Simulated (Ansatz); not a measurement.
Relaxation of a periodic cell of 17 atoms, Si (host Si, host structure diamond, interstitial Si), to a largest force component of 0.08 eV/Å in at most 25 steps.

All numbers below come from DFT PBE, scalar-relativistic, plane waves, PAW (Ansatz). Settings: accuracy low, PAW set soft_1, cutoff 420 eV, k mesh 2x2x2, fermi-dirac smearing 0.02 eV, no spin polarisation.

```xyz
17
Lattice="0.0000 5.4300 5.4300 5.4300 0.0000 5.4300 5.4300 5.4300 0.0000" Properties=species:S:1:pos:R:3:forces:R:3
Si 0.000 0.000 0.000 0.14 0.14 -0.14
Si 1.357 1.357 1.357 -0.12 -0.12 0.03
Si 2.715 2.715 0.000 0.17 0.26 1.73
Si 4.072 4.072 1.357 0.30 0.29 -0.32
Si 2.715 0.000 2.715 0.12 0.02 -0.12
Si 4.072 1.357 4.072 -0.05 -0.13 0.13
Si 5.430 2.715 2.715 -2.12 0.39 -0.22
Si 6.787 4.072 4.072 -0.15 1.67 0.21
Si 0.000 2.715 2.715 0.03 0.13 -0.13
Si 1.357 4.072 4.072 -0.13 -0.07 0.13
Si 2.715 5.430 2.715 0.48 -2.66 -0.39
Si 4.072 6.787 4.072 2.11 -0.21 0.34
Si 2.715 2.715 5.430 0.13 0.13 -0.05
Si 4.072 4.072 6.787 -0.14 -0.14 0.14
Si 5.430 5.430 5.430 -0.29 -0.31 0.28
Si 6.787 6.787 6.787 -0.42 -0.35 -2.59
Si 7.453 7.411 8.798 -0.06 0.96 0.98
```

Problem. Where does it end, and by what steps?

Solution. The run converged. The threshold is loose, so the end isn't yet a minimum. The force dipped under the threshold on the way, but the program's further checks kept it going. Limits of this set-up: coarse k mesh, low accuracy level. After 8 steps the energy has fallen by 1.028 eV; Si1 moved furthest, 0.48 Å. Joined: Si1–Si17 (3.50 → 2.60 Å).

| step | energy less start (eV) | largest force component (eV/Å) | accepted |
| --- | --- | --- | --- |
| 0 | 0.0000 | 2.661 | yes |
| 1 | -0.7338 | 1.153 | yes |
| 2 | -0.9796 | 0.130 | yes |
| 3 | -0.9949 | 0.089 | yes |
| 4 | -0.9985 | 0.033 | yes |
| 5 | -1.0022 | 0.092 | yes |
| 6 | -1.0023 | 0.142 | yes |
| 7 | -1.0161 | 0.096 | yes |
| 8 | -1.0277 | 0.064 | yes |

```xyz
17
Lattice="0.0000 5.4300 5.4300 5.4300 0.0000 5.4300 5.4300 5.4300 0.0000" Properties=species:S:1:pos:R:3
Si 0.279 0.276 -0.282
Si 1.412 1.410 1.425
Si 2.833 2.819 0.195
Si 4.323 4.322 1.105
Si 2.674 -0.032 2.755
Si 4.005 1.413 4.014
Si 5.240 2.816 2.591
Si 6.744 4.079 4.115
Si -0.031 2.673 2.754
Si 1.418 4.004 4.011
Si 2.824 5.249 2.597
Si 4.087 6.741 4.119
Si 2.675 2.674 5.460
Si 3.986 3.987 6.873
Si 5.335 5.328 5.520
Si 6.737 6.738 6.767
Si 7.212 7.214 9.079
```

Time of the run: 45 s on 1 thread of Arm Neoverse V2, with other jobs on the host, peak memory 0.5 GiB.
